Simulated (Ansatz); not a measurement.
Reaction (formal exchange of groups at a Ti–Cl bond): `[SH][Ti]([Cl])([Cl])[Cl]` + `FCCCS` → `[SH][Ti]([SH])([Cl])[Cl]` + `FCCCCl`

Calculated with Ansatz (gas phase, PBE0-D4/def2-TZVP geometries, no zero-point term in ΔE). CCSD(T)/CBS is the MP2 limit (def2-TZVPP, def2-QZVPP) plus CCSD(T) − MP2 in def2-TZVPP, frozen cores. Functionals use def2-TZVPP. B3LYP here is the variant with VWN-RPA as its local correlation; programs differ in this. For Ti outer-core shells are correlated without core-valence functions, which leaves a few kJ/mol of doubt a bond. Scalar relativity is left out up to krypton. One conformer a species, not always the lowest.

```json
{"level": "PBE-D4", "ΔE (kJ/mol)": "56.8", "difference from CCSD(T)/CBS": "-1.5"}
{"level": "r2SCAN-D4", "ΔE (kJ/mol)": "60.2", "difference from CCSD(T)/CBS": "1.9"}
{"level": "PBE0-D4", "ΔE (kJ/mol)": "59.0", "difference from CCSD(T)/CBS": "0.7"}
{"level": "B3LYP-D4", "ΔE (kJ/mol)": "59.6", "difference from CCSD(T)/CBS": "1.3"}
{"level": "ωB97X-V", "ΔE (kJ/mol)": "62.3", "difference from CCSD(T)/CBS": "4.0"}
{"level": "ωB97M-V", "ΔE (kJ/mol)": "61.3", "difference from CCSD(T)/CBS": "3.0"}
{"level": "B2PLYP", "ΔE (kJ/mol)": "57.9", "difference from CCSD(T)/CBS": "-0.4"}
{"level": "PBE", "ΔE (kJ/mol)": "57.2", "difference from CCSD(T)/CBS": "-1.1"}
{"level": "r2SCAN", "ΔE (kJ/mol)": "60.3", "difference from CCSD(T)/CBS": "2.0"}
{"level": "PBE0", "ΔE (kJ/mol)": "59.5", "difference from CCSD(T)/CBS": "1.2"}
{"level": "B3LYP", "ΔE (kJ/mol)": "60.3", "difference from CCSD(T)/CBS": "2.0"}
{"level": "HF/def2-TZVPP", "ΔE (kJ/mol)": "68.0", "difference from CCSD(T)/CBS": "9.7"}
{"level": "MP2/def2-TZVPP", "ΔE (kJ/mol)": "56.4", "difference from CCSD(T)/CBS": "-1.9"}
{"level": "SCS-MP2/def2-TZVPP", "ΔE (kJ/mol)": "57.4", "difference from CCSD(T)/CBS": "-0.9"}
{"level": "CCSD/def2-TZVPP", "ΔE (kJ/mol)": "61.1", "difference from CCSD(T)/CBS": "2.8"}
{"level": "CCSD(T)/def2-TZVPP", "ΔE (kJ/mol)": "58.1", "difference from CCSD(T)/CBS": "-0.2"}
{"level": "HF/def2-QZVPP", "ΔE (kJ/mol)": "69.1", "difference from CCSD(T)/CBS": "10.8"}
{"level": "MP2/def2-QZVPP", "ΔE (kJ/mol)": "56.9", "difference from CCSD(T)/CBS": "-1.4"}
{"level": "SCS-MP2/def2-QZVPP", "ΔE (kJ/mol)": "58.1", "difference from CCSD(T)/CBS": "-0.2"}
{"level": "HF/CBS(def2)", "ΔE (kJ/mol)": "69.3", "difference from CCSD(T)/CBS": "11.0"}
{"level": "MP2/CBS(def2)", "ΔE (kJ/mol)": "56.7", "difference from CCSD(T)/CBS": "-1.6"}
{"level": "CCSD/CBS(def2)", "ΔE (kJ/mol)": "61.4", "difference from CCSD(T)/CBS": "3.1"}
{"level": "CCSD(T)/CBS", "ΔE (kJ/mol)": "58.3", "difference from CCSD(T)/CBS": "0"}
```

Largest T1 diagnostic among the species: 0.027, so the coupled-cluster value is less sure than usual.

In def2-TZVPP, CCSD(T) changes the Hartree–Fock value by −9.9 kJ/mol (the triples alone add −3.0 kJ/mol) and MP2 by −11.6 kJ/mol.
